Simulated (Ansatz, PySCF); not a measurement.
System: CH3Cl2Si (charge 0, doublet). It need not be the lowest isomer of its formula. 
Coordinates optimised at B3LYP-D3(BJ)/def2-TZVP (Ansatz, an electronic-structure program):
```xyz
7

Si    -0.1118     0.5614    -0.1945
Cl     0.4691    -0.9445    -1.4955
Cl     0.7343     0.2027     1.6639
C     -1.9767     0.5318    -0.0272
H     -2.4430     0.7001    -0.9982
H     -2.3031     1.3053     0.6685
H     -2.2868    -0.4443     0.3533
```
Charge 0, spin multiplicity 2.

Total electronic energies in hartree. Correlated levels leave the core frozen unless marked. Open shells are spin-unrestricted. Spin-orbit coupling is left out. No relativistic terms. Basis-set limits of correlation are two-point, X^-3; Hartree-Fock from the larger set. The bracket is a focal-point correction in the basis named.

```json
[
 {"level": "revPBE-D3(BJ)/def2-TZVPD", "program": "Ansatz + dftd3", "energy (Eh)": "-1249.70657"},
 {"level": "revPBE-D4/def2-TZVPD", "program": "Ansatz + dftd4", "energy (Eh)": "-1249.70896"},
 {"level": "r2SCAN/def2-TZVPD", "program": "PySCF", "energy (Eh)": "-1249.82246"},
 {"level": "B97M-V/def2-TZVPD", "program": "Ansatz", "energy (Eh)": "-1249.61757"},
 {"level": "B3LYP-D4/def2-TZVPD", "program": "Ansatz + dftd4", "energy (Eh)": "-1249.99149"},
 {"level": "PBE0-D3(BJ)/def2-TZVP", "program": "Ansatz + dftd3", "energy (Eh)": "-1249.46299"},
 {"level": "PBE0-D3(BJ)/def2-TZVPD", "program": "Ansatz + dftd3", "energy (Eh)": "-1249.46467"},
 {"level": "BHLYP/def2-TZVPD", "program": "Ansatz", "energy (Eh)": "-1249.90363"},
 {"level": "r2SCANh-D4/def2-TZVPD", "program": "Ansatz + dftd4", "energy (Eh)": "-1249.81854"},
 {"level": "r2SCAN0/def2-TZVPD", "program": "Ansatz", "energy (Eh)": "-1249.80910"},
 {"level": "LC-wPBE/def2-TZVPD", "program": "Ansatz", "energy (Eh)": "-1249.56090"},
 {"level": "wB97X-V/def2-TZVPD", "program": "Ansatz", "energy (Eh)": "-1249.73199"},
 {"level": "B2GP-PLYP-D3(BJ)/def2-TZVPD", "program": "Ansatz + dftd3", "energy (Eh)": "-1249.37240"},
 {"level": "B2PLYP-D4/def2-TZVPD", "program": "Ansatz + dftd4", "energy (Eh)": "-1249.51215"},
 {"level": "B2PLYP/def2-TZVPD", "program": "Ansatz", "energy (Eh)": "-1249.50711"},
 {"level": "PBE-QIDH/def2-TZVPD", "program": "Ansatz", "energy (Eh)": "-1249.19543"},
 {"level": "RPA@PBE/cc-pV(Q+d)Z", "program": "Ansatz", "energy (Eh)": "-1248.88591"},
 {"level": "MP2/cc-pVTZ", "program": "Ansatz", "energy (Eh)": "-1248.34777"},
 {"level": "SCS-MP2/cc-pV(T+d)Z", "program": "Ansatz", "energy (Eh)": "-1248.34669"},
 {"level": "CCSD/6-31G*", "program": "Ansatz", "energy (Eh)": "-1248.07015"},
 {"level": "CCSD(T)/6-31G", "program": "Ansatz", "energy (Eh)": "-1247.70883"},
 {"level": "CCSD(T)/cc-pV(D+d)Z", "program": "Ansatz", "energy (Eh)": "-1248.20213"},
 {"level": "RI-MP2/CBS(cc-pV(T+d)Z,cc-pV(Q+d)Z)+[CCSD(T)-MP2]/cc-pV(T+d)Z", "program": "Ansatz", "energy (Eh)": "-1248.5487"}
]
```

Totals of different functionals don't rank their quality; only differences between species are comparable.
